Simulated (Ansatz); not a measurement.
Molecule: Cs$_{2}$ (charge 0, singlet). 
Coordinates optimised at B3LYP-D3(BJ)/def2-TZVP (Ansatz, a quantum-chemistry and plane-wave program):
SMILES: [Cs][Cs]
```xyz
2

Cs     0.0000     0.0000    -2.3693
Cs     0.0000     0.0000     2.3693
```
Charge 0, spin multiplicity 1.

Parts of the frozen-core correlation energy in def2-SVP (Ansatz, hartree). Frozen orbitals: 8; correlated occupied orbitals by spin: 1 and 1; virtual: 39 and 39. No spin-orbit coupling. Past Kr the def2 sets carry scalar-relativistic core potentials. The restricted reference is unstable.

| term | value |
|---|---|
| reference (HF) | -39.70324 |
| MP2 opposite-spin | -0.01190 |
| MP2 same-spin | 0.00000 |
| CCSD correlation | -0.01916 |
| (T) | 0.00000 |
| T1 diagnostic | 0.012 |
| largest doubles amplitude | 0.158 |
